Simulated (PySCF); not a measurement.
## P+: ionisation energy

P+ [Ne] 3s2 3p2 (3P) → P(2+) [Ne] 3s2 3p1 (2P), as a difference of total energies. Computed with PySCF 2.14 in x2c-TZVPPall with one added diffuse shell each of s, p, d type (6s6p4d1f, 51 functions), with the spin-free X2C one-electron Hamiltonian (Gaussian nucleus). Correlated levels: valence: [Ne] frozen. The calculations carry no spin-orbit coupling.

```
           method  ionisation energy (eV)
              UHF                  19.150
    MP2 (valence)                  19.597
SCS-MP2 (valence)                  19.506
   CCSD (valence)                  19.636
CCSD(T) (valence)                  19.671
```

Q: How much does correlation contribute at CCSD(T) (valence)?

A: 19.671 − (19.150) = 0.521 eV, measured against UHF.

A first-order spin-orbit estimate (lowest level to lowest level, LS coupling) adds -0.007 eV.

Errors of the correlated levels include the incompleteness of this basis and the frozen core.

For comparison: 19.769 eV (semi-empirical (NIST evaluation); NIST Atomic Spectra Database, ionization energies).
